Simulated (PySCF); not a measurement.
Bonds (- single, = double, # triple, : aromatic): C1-C2, C2#C3, C3-C4, C4=C5, C5-Si6, Si6-C7, C7-Si8, C7-Si9, C7-C4. C1 carries H10, H11, H12; C5 carries H13; Si6 carries H14, H15; Si8 carries H16, H17, H18; Si9 carries H19, H20, H21.

[PySCF 2.14: GFN2-xTB structure; σ from GIAO-PBE0/pcSseg-1; equivalent nuclei averaged; non-relativistic Hamiltonian; in vacuum; single conformer]

Shifts are taken against calculated references (same method and geometry level): 13C (σ = 186.93 ppm), 1H (σ = 31.72 ppm), 29Si (σ = 349.16 ppm) vs TMS.

| atoms | nucleus | count | δ (ppm) |
| --- | --- | --- | --- |
| Si8/Si9 | 29Si | 2 | -63.8 |
| H16/H17/H18/H19/H20/H21 | 1H | 6 | 4.11 |
| C2 | 13C | 1 | ? |
| H14/H15 | 1H | 2 | 4.83 |
| C3 | 13C | 1 | ? |
| Si6 | 29Si | 1 | -37.1 |
| C5 | 13C | 1 | 137.3 |
| C4 | 13C | 1 | 159.4 |
| C7 | 13C | 1 | ? |
| H10/H11/H12 | 1H | 3 | ? |
| C1 | 13C | 1 | 6.1 |
| H13 | 1H | 1 | 6.02 |

Estimate the values marked ?.

Answers


- C2: 105.3 ppm, alkyne carbon
- C3: 82.9 ppm, alkyne carbon; sp carbons lie upfield of alkene carbons because the cylindrical π system leaves one tensor component strongly shielded
- C7: 15.0 ppm, allylic fully substituted sp3 carbon bonded to 3 Si
- H10/H11/H12: 2.31 ppm, hydrogen on a propargylic methyl carbon

Shifts are as computed. Against solution values, carbons near 30 ppm lie about +3 ppm off and those near 130 ppm about +5 ppm. Of 1211 compounds with measured shifts, 218 miss one by over three times the rms of a fit or turn the order of signals round; such compounds aren't used in these exercises.
